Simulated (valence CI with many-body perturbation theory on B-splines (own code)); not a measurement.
# Sm⁴⁸⁺: electric-dipole lines

Calculated by valence CI with perturbative core correlation (CI+MBPT): four valence electrons over a frozen Dirac-Fock core [Ne], a basis of 11 s, 11 p, 10 d, 8 f, 5 g, 2 h functions for each j, with the one-electron correlation potential Σ1, the two-electron term Σ2, the three-electron term Σ3, Breit, model QED; selected CI, second order for the rest, scaled by the run's own slope (own B-spline code, finite nucleus).

No measured spectrum was set against this ion. As an estimate, large intervals hold to a few tenths of a per cent, small ones and those within an open d or f shell to about a per cent. Among the levels kept, up to 590 cm⁻¹ of a level comes from second order outside the variational space, and about a tenth of that is noise between levels of different J, which matters for small intervals.

Lines 101 to 150 of 548 in falling wavelength, among levels below 72.006 Ry, chosen from the strongest by gf and those to the six lowest levels. Wavelengths and rates use the calculated energies. Electric multipoles are in the length gauge, E1 and E2 with the static RPA response of the core. Weak lines are less certain than strong ones. Lines between different terms over intervals too small for the method are left out, as are lines whose strength nearly cancels. Where a level lies close to another of its J and parity, the split of strength between their lines is uncertain. The highest levels of a list are the least certain.

Levels are named by their leading jj configuration (3d3/2^4 stands for four electrons in 3d with j = 3/2), which in mixed levels can hold well under half, so a name can repeat and another be missing. Letters in brackets count levels of one name in rising energy.

| λ vac (nm) | Upper | Lower | A (s⁻¹) | log gf | Branch % |
| --- | --- | --- | --- | --- | --- |
| 5.973 | (3s 3p1/2 3d5/2^2) J=2 [b] | (3s 3p1/2 3p3/2 3d5/2) J=2 [c] | 2.88e+10 | -1.11 | 6.8 |
| 5.935 | (3s^2 3p1/2 3d3/2) J=1 | (3s^2 3p1/2 3p3/2) J=1 | 1.29e+09 | -2.69 | 0.1 |
| 5.926 | (3s 3p1/2 3d5/2^2) J=1 [a] | (3s 3p1/2 3p3/2 3d5/2) J=0 | 5.30e+10 | -1.08 | 10.6 |
| 5.921 | (3s 3p1/2 3d3/2 3d5/2) J=3 [d] | (3s 3p1/2 3p3/2 3d3/2) J=2 [e] | 6.93e+10 | -0.59 | 9.0 |
| 5.898 | (3s 3p1/2 3d5/2^2) J=4 [a] | (3s 3p1/2 3p3/2 3d5/2) J=3 [b] | 6.37e+10 | -0.52 | 15.8 |
| 5.845 | (3s 3p1/2^2 3d5/2) J=2 | (3s 3p1/2^2 3p3/2) J=1 | 6.26e+10 | -0.80 | 52.5 |
| 5.817 | (3s 3p1/2 3d3/2 3d5/2) J=1 [b] | (3s 3p1/2 3p3/2 3d3/2) J=1 [c] | 5.06e+10 | -1.11 | 12.0 |
| 5.809 | (3s^2 3p3/2 3d5/2) J=2 | (3s^2 3p3/2^2) J=2 | 5.10e+10 | -0.89 | 94.9 |
| 5.806 | (3s 3p1/2 3d5/2^2) J=1 [a] | (3s 3p1/2 3p3/2 3d5/2) J=1 [b] | 8.06e+10 | -0.91 | 16.2 |
| 5.802 | (3s 3p1/2 3p3/2 3d5/2) J=3 [a] | (3s 3p1/2 3p3/2^2) J=3 | 2.43e+10 | -1.07 | 11.2 |
| 5.746 | (3s 3p1/2 3d5/2^2) J=4 [b] | (3s 3p1/2 3p3/2 3d5/2) J=4 [c] | 4.04e+10 | -0.74 | 13.9 |
| 5.739 | (3s 3p1/2 3d5/2^2) J=5 | (3s 3p1/2 3p3/2 3d5/2) J=4 [b] | 7.64e+10 | -0.38 | 39.6 |
| 5.734 | (3s^2 3p1/2 3d5/2) J=2 | (3s^2 3p1/2 3p3/2) J=2 | 1.44e+10 | -1.45 | 12.6 |
| 5.725 | (3s^2 3d3/2 3d5/2) J=3 | (3s^2 3p3/2 3d3/2) J=2 | 7.57e+10 | -0.58 | 6.9 |
| 5.714 | (3s 3p1/2 3p3/2 3d5/2) J=2 [a] | (3s 3p1/2 3p3/2^2) J=2 [a] | 5.83e+10 | -0.85 | 27.0 |
| 5.697 | (3s^2 3p1/2 3d5/2) J=3 | (3s^2 3p1/2 3p3/2) J=2 | 7.57e+10 | -0.59 | 100.0 |
| 5.673 | (3s 3p1/2 3d3/2 3d5/2) J=3 [b] | (3s 3p1/2 3p3/2 3d3/2) J=2 [c] | 5.76e+10 | -0.71 | 21.2 |
| 5.658 | (3s 3p1/2 3d5/2^2) J=4 [a] | (3s 3p1/2 3p3/2 3d5/2) J=3 [a] | 8.35e+10 | -0.44 | 20.8 |
| 5.655 | (3p1/2^2 3p3/2 3d5/2) J=2 | (3s 3p1/2 3p3/2 3d3/2) J=2 [a] | 3.23e+10 | -1.11 | 9.4 |
| 5.647 | (3s 3p1/2 3d5/2^2) J=2 [b] | (3s 3p1/2 3p3/2 3d5/2) J=1 [a] | 3.54e+10 | -1.07 | 8.4 |
| 5.633 | (3p1/2^2 3d3/2 3d5/2) J=2 | (3p1/2^2 3p3/2 3d3/2) J=1 | 3.54e+10 | -1.07 | 16.8 |
| 5.616 | (3s 3p1/2 3d3/2 3d5/2) J=4 [c] | (3s 3p1/2 3p3/2 3d3/2) J=3 [c] | 2.60e+10 | -0.96 | 3.9 |
| 5.596 | (3s 3p1/2 3p3/2 3d5/2) J=0 | (3s 3p1/2 3p3/2^2) J=1 [b] | 2.00e+11 | -1.03 | 32.5 |
| 5.575 | (3s 3p1/2 3d3/2 3d5/2) J=2 [b] | (3s 3p1/2 3p3/2 3d3/2) J=2 [c] | 6.27e+10 | -0.84 | 21.8 |
| 5.574 | (3s 3p3/2^2 3d5/2) J=1 [b] | (3s 3p3/2^3) J=1 | 1.87e+11 | -0.58 | 14.7 |
| 5.570 | (3s 3p1/2 3p3/2 3d5/2) J=3 [b] | (3s 3p1/2 3p3/2^2) J=3 | 5.14e+10 | -0.78 | 14.7 |
| 5.564 | (3s 3p1/2 3d3/2 3d5/2) J=3 [c] | (3s 3p1/2 3p3/2 3d3/2) J=2 [d] | 8.46e+10 | -0.56 | 9.5 |
| 5.554 | (3p1/2^2 3d3/2 3d5/2) J=3 | (3p1/2^2 3p3/2 3d3/2) J=2 | 6.11e+10 | -0.70 | 31.1 |
| 5.539 | (3s^2 3p1/2 3d5/2) J=2 | (3s^2 3p1/2 3p3/2) J=1 | 9.95e+10 | -0.64 | 87.3 |
| 5.536 | (3s 3p1/2 3p3/2 3d5/2) J=4 [b] | (3s 3p1/2 3p3/2^2) J=3 | 8.50e+10 | -0.45 | 66.6 |
| 5.534 | (3s^2 3d3/2 3d5/2) J=2 | (3s^2 3p3/2 3d3/2) J=1 | 6.69e+10 | -0.81 | 5.6 |
| 5.531 | (3s 3p1/2 3d3/2 3d5/2) J=3 [a] | (3s 3p1/2 3p3/2 3d3/2) J=2 [b] | 1.09e+11 | -0.46 | 34.8 |
| 5.527 | (3p1/2 3p3/2^2 3d5/2) J=1 [b] | (3p1/2 3p3/2^3) J=1 | 1.53e+11 | -0.68 | 12.6 |
| 5.526 | (3s^2 3d3/2 3d5/2) J=4 | (3s^2 3p3/2 3d3/2) J=3 | 1.22e+11 | -0.30 | 16.2 |
| 5.526 | (3s 3p1/2^2 3d5/2) J=3 | (3s 3p1/2^2 3p3/2) J=2 | 8.41e+10 | -0.57 | 77.9 |
| 5.512 | (3s^2 3d3/2 3d5/2) J=2 | (3s^2 3p3/2 3d3/2) J=2 | 3.90e+10 | -1.05 | 3.3 |
| 5.503 | (3s 3p1/2 3d5/2^2) J=1 [b] | (3s 3p1/2 3p3/2 3d5/2) J=2 [c] | 7.59e+10 | -0.99 | 15.0 |
| 5.492 | (3s 3p1/2 3p3/2 3d5/2) J=2 [d] | (3s 3p1/2 3p3/2^2) J=1 [b] | 1.88e+11 | -0.37 | 19.0 |
| 5.492 | (3s 3p1/2 3d3/2 3d5/2) J=4 [a] | (3s 3p1/2 3p3/2 3d3/2) J=3 [a] | 1.06e+11 | -0.36 | 77.2 |
| 5.489 | (3s 3p1/2 3p3/2 3d5/2) J=3 [a] | (3s 3p1/2 3p3/2^2) J=2 [a] | 7.43e+10 | -0.63 | 34.2 |
| 5.488 | (3p1/2 3p3/2^2 3d5/2) J=3 [c] | (3p1/2 3p3/2^3) J=2 | 2.22e+11 | -0.15 | 26.4 |
| 5.486 | (3s 3p1/2 3d5/2^2) J=3 [a] | (3s 3p1/2 3p3/2 3d5/2) J=4 [b] | 3.76e+10 | -0.93 | 12.8 |
| 5.486 | (3s 3p1/2 3p3/2 3d5/2) J=2 [b] | (3s 3p1/2 3p3/2^2) J=3 | 4.85e+10 | -0.96 | 10.0 |
| 5.478 | (3p1/2 3p3/2^2 3d5/2) J=2 [c] | (3p1/2 3p3/2^3) J=1 | 3.24e+11 | -0.14 | 28.8 |
| 5.468 | (3s^2 3p3/2 3d5/2) J=1 | (3s^2 3p3/2^2) J=0 | 1.58e+11 | -0.67 | 65.1 |
| 5.464 | (3s 3p1/2 3p3/2 3d5/2) J=3 [d] | (3s 3p1/2 3p3/2^2) J=2 [b] | 1.99e+11 | -0.20 | 31.6 |
| 5.463 | (3s 3p1/2 3d3/2 3d5/2) J=1 [a] | (3p1/2^2 3p3/2^2) J=0 | 6.43e+10 | -1.06 | 16.6 |
| 5.453 | (3s 3p1/2 3d5/2^2) J=3 [a] | (3s 3p1/2 3p3/2 3d5/2) J=3 [b] | 5.12e+10 | -0.80 | 17.4 |
| 5.450 | (3s 3p1/2 3p3/2 3d5/2) J=1 [b] | (3s 3p1/2 3p3/2^2) J=1 [a] | 1.57e+11 | -0.68 | 40.2 |
| 5.447 | (3p1/2 3p3/2^2 3d5/2) J=2 [b] | (3p1/2 3p3/2^3) J=2 | 2.14e+11 | -0.32 | 23.4 |

Task: How does gf follow from A for the line at 5.450 nm?

Result: gf = 1.4992 × (2J+1)_upper × A / σ², with σ = 1834724 cm⁻¹ and 2J+1 = 3: gf = 0.209.
